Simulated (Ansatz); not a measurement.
`C[SiH](N)I` → `CI` + `N[SiH]` at 600 K and 1 bar (silylene formation by 1,1-elimination).

Isolated molecules relaxed with PBE0-D4/def2-TZVP in Ansatz; ΔE leaves out vibrations. CBS: MP2 limit from def2 TZ/QZ plus the TZ coupled-cluster correction, frozen cores. This one scheme is used for every species. Elements past krypton have def2 core potentials. For I outer-core shells are correlated without core-valence functions, which leaves a few kJ/mol of doubt a bond. Each species was taken in one conformer, which may not be the lowest.

```
     species  CCSD(T)/CBS energy (Eh)  H − E (kJ/mol)  S (J/(mol·K))
`C[SiH](N)I`               -682.97750           251.1          439.7
        `CI`               -337.29646           123.3          290.4
    `N[SiH]`               -345.56329           117.4          286.7
```

H − E and S are ideal-gas, rigid-rotor, harmonic terms from PBE0-D4/def2-TZVP, for one conformer and one mirror image of each species. 1 Eh = 2625.50 kJ/mol, R = 8.31446 J/(mol·K).

Task: By hand: ΔE, ΔH, ΔS and ΔG.

Result: ΔE = (-337.29646) + (-345.56329) − (-682.97750) = 0.11775 Eh = 309.2 kJ/mol. Δ(H − E) = 123.3 + 117.4 − 251.1 = -10.4, so ΔH = 298.8 kJ/mol. ΔS = 290.4 + 286.7 − 439.7 = 137.4 J/(mol·K). ΔG = 298.8 − 600 × (137.4)/1000 = 216.4 kJ/mol.

Task: By hand: the equilibrium constant, and the temperature at which ΔG would vanish if ΔH and ΔS stayed fixed.

Result: log₁₀ K = −ΔG/(RT ln 10) = -18.8. ΔG = 0 at ΔH/ΔS = 2175 K.

The number of gas molecules changes by +1, which sets the sign of ΔS. A doubt of 5 kJ/mol in ΔE shifts log₁₀ K by 0.4 here. Other conformers and mirror images would add mixing entropy, several J/(mol·K) or more a flexible species. These are equilibria of isolated gas molecules and say nothing of rates. Largest T1 diagnostic: 0.015 (customary marks: 0.02 for closed shells, 0.045 for open ones).
